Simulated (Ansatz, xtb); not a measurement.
**Relative energy of two isomers of C5H3Cl2F**

Structure I: `CC#C/C(Cl)=C(/F)Cl`, a singlet. Structure II: `F/C(Cl)=C1\CC=C1Cl`, a singlet. Both are isolated molecules in the gas phase, relaxed with B3LYP/def2-SVP.

Quicker runs give these differences E(II) − E(I): GFN2-xTB −7.1 kcal/mol; HF/STO-3G −8.0 kcal/mol (at GFN2-xTB geometries); r2SCAN-D4/def2-SVP −7.8 kcal/mol (at GFN2-xTB geometries).

**Question.** Estimate E(II) − E(I) at the level CCSD(T)/def2-SVP + ΔMP2/def2-TZVPP.

**Answer.** Calculated at CCSD(T)/def2-SVP + ΔMP2/def2-TZVPP: E(II) − E(I) = −5.2 kcal/mol, so structure II lies lower.

The same difference at several levels:

```json
{"level": "GFN2-xTB", "geometry": "GFN2-xTB", "E(II) − E(I) (kcal/mol)": "−7.1", "departure from the last row (kcal/mol)": "−1.9", "job, with rough time for the two": "optimisation, 0.16 s"}
{"level": "HF/STO-3G", "geometry": "GFN2-xTB", "E(II) − E(I) (kcal/mol)": "−8.0", "departure from the last row (kcal/mol)": "−2.7", "job, with rough time for the two": "single point, 0.44 s"}
{"level": "r2SCAN-D4/def2-SVP", "geometry": "GFN2-xTB", "E(II) − E(I) (kcal/mol)": "−7.8", "departure from the last row (kcal/mol)": "−2.6", "job, with rough time for the two": "single point, 3.9 s"}
{"level": "B3LYP/def2-SVP", "geometry": "B3LYP/def2-SVP", "E(II) − E(I) (kcal/mol)": "−4.0", "departure from the last row (kcal/mol)": "+1.2", "job, with rough time for the two": "optimisation, 30 s"}
{"level": "HF/def2-SVP", "geometry": "B3LYP/def2-SVP", "E(II) − E(I) (kcal/mol)": "−2.8", "departure from the last row (kcal/mol)": "+2.4", "job, with rough time for the two": "part of the CCSD(T) run"}
{"level": "MP2/def2-SVP", "geometry": "B3LYP/def2-SVP", "E(II) − E(I) (kcal/mol)": "−3.3", "departure from the last row (kcal/mol)": "+1.9", "job, with rough time for the two": "part of the CCSD(T) run"}
{"level": "CCSD(T)/def2-SVP", "geometry": "B3LYP/def2-SVP", "E(II) − E(I) (kcal/mol)": "−5.1", "departure from the last row (kcal/mol)": "+0.2", "job, with rough time for the two": "single point"}
{"level": "CCSD(T)/def2-SVP + ΔMP2/def2-TZVPP", "geometry": "B3LYP/def2-SVP", "E(II) − E(I) (kcal/mol)": "−5.2", "departure from the last row (kcal/mol)": "", "job, with rough time for the two": "single point, 74 s"}
```

As drawn, II has 1 C=C, 1 C–C in place of 1 C≡C. Structure I has no ring, II a 4-membered ring.

The levels shown agree on the order. The largest departure from CCSD(T)/def2-SVP + ΔMP2/def2-TZVPP is that of HF/STO-3G, 2.7 kcal/mol. A small imaginary or near-zero mode remains, so no thermal terms are given. The last row adds to CCSD(T) the change of the MP2 difference between the two basis sets, here −0.2 kcal/mol.

The correlated steps freeze 16 core orbitals. Run with Ansatz 0.2.0, xtb 6.7.1; the last row on 4 threads of Arm Neoverse V1 on a shared host.
